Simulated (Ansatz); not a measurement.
Basis sets compared for Si7⁻ (the lowest doublet isomer of a short search). The state is a doublet with charge -1. Geometry PBE-D4/def2-SVPD. Ansatz on 4 threads of Arm Neoverse V2 on a shared host; times are rough, and most runs start from earlier orbitals.

```xyz
7

Si    0.1408    0.3525   -1.0818
Si    1.4311    2.2492   -1.2430
Si   -0.4695   -1.7395    0.0771
Si   -0.1061    0.2232    1.5181
Si   -0.0856    2.3133    0.5583
Si   -0.3855   -1.5736   -2.2120
Si   -0.5253   -1.8251    2.3831
```

The structure comes from a short search, and lower isomers may exist.

```
            level  functions  energy (Eh)  HOMO (eV)  LUMO (eV)  wall time
 PBE-D4/def2-SVPD        168   -2024.8430      -0.59      -0.11      5.5 s
PBE0-D4/def2-SVPD        168   -2024.9974      -1.34       0.44      9.5 s
```

Task: Estimate the rows for PBE-D4/def2-TZVPD, PBE0-D4/def2-TZVPD (with forces).

Result: 
```json
{"level": "PBE-D4/def2-TZVPD", "functions": "301", "energy (Eh)": "-2025.5343", "HOMO (eV)": "-0.62", "LUMO (eV)": "-0.13", "wall time": "12 s"}
{"level": "PBE0-D4/def2-TZVPD (with forces)", "functions": "301", "energy (Eh)": "-2025.6829", "HOMO (eV)": "-1.35", "LUMO (eV)": "0.44", "wall time": "24 s"}
```
